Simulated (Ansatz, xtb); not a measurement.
**Two isomers of C3H7Br**

Structure a: `CC(C)Br`, a singlet. Structure b: `CCCBr`, a singlet. Both are isolated molecules in the gas phase, relaxed with PBE-D3(BJ)/def2-SVP, each in the lowest conformer that the search found.

Q: Which of the two would you expect CCSD(T)/def2-SVP + ΔMP2/def2-TZVPP electronic energies to favour?

A: Structure a; the calculation gives E(b) − E(a) = +0.105 eV.

How the difference moves with the method:

```
                             level             geometry  E(b) − E(a) (eV)  departure from the last row (eV)  job, with rough time for the two
                          GFN2-xTB             GFN2-xTB              +0.076                            −0.029               optimisation, 0.1 s
                         HF/STO-3G             GFN2-xTB              +0.005                            −0.100              single point, 0.36 s
                r2SCAN-D4/def2-SVP             GFN2-xTB              +0.115                            +0.010               single point, 2.5 s
               PBE-D3(BJ)/def2-SVP  PBE-D3(BJ)/def2-SVP              +0.088                            −0.018                optimisation, 11 s
                       HF/def2-SVP  PBE-D3(BJ)/def2-SVP              +0.079                            −0.026           part of the CCSD(T) run
                      MP2/def2-SVP  PBE-D3(BJ)/def2-SVP              +0.118                            +0.013           part of the CCSD(T) run
                  CCSD(T)/def2-SVP  PBE-D3(BJ)/def2-SVP              +0.106                            +0.001                      single point
CCSD(T)/def2-SVP + ΔMP2/def2-TZVPP  PBE-D3(BJ)/def2-SVP              +0.105                                                  single point, 28 s
```

As drawn, both hold the same kinds of bond in the same numbers. Structure a has 2 methyl groups, b 1.

HF/STO-3G finds them nearly level. The largest departure from CCSD(T)/def2-SVP + ΔMP2/def2-TZVPP is that of HF/STO-3G, 0.100 eV. The last row adds to CCSD(T) the change of the MP2 difference between the two basis sets, here −0.001 eV.

With harmonic frequencies from PBE-D3(BJ)/def2-SVP (ideal gas, rigid rotor, one conformer each, 298.15 K, 1 atm): the zero-point term adds +0.014 eV; ΔH is +0.117 and ΔG +0.111 eV.

Tabulated enthalpies of formation at 298 K are −99.4 kJ/mol for a (CRC Handbook of Chemistry and Physics) and −87.0 kJ/mol for b (CRC Handbook of Chemistry and Physics), a difference of +0.129 eV. Calculated less tabulated ΔH, with the same thermal term: GFN2-xTB −0.041, HF/STO-3G −0.112, r2SCAN-D4/def2-SVP −0.002, PBE-D3(BJ)/def2-SVP −0.029, HF/def2-SVP −0.038, MP2/def2-SVP +0.001, CCSD(T)/def2-SVP −0.011, CCSD(T)/def2-SVP + ΔMP2/def2-TZVPP −0.012 eV. Handbook values carry no stated uncertainty.

The correlated steps freeze 12 core orbitals; the filled d shell of Br is correlated, in a basis made for valence electrons. Mirror images aren't counted in ΔG. Run with Ansatz 0.2.0, xtb 6.7.1; the last row on 2 threads of Intel(R) Xeon(R) Platinum 8488C (Sapphire Rapids) on a shared host.
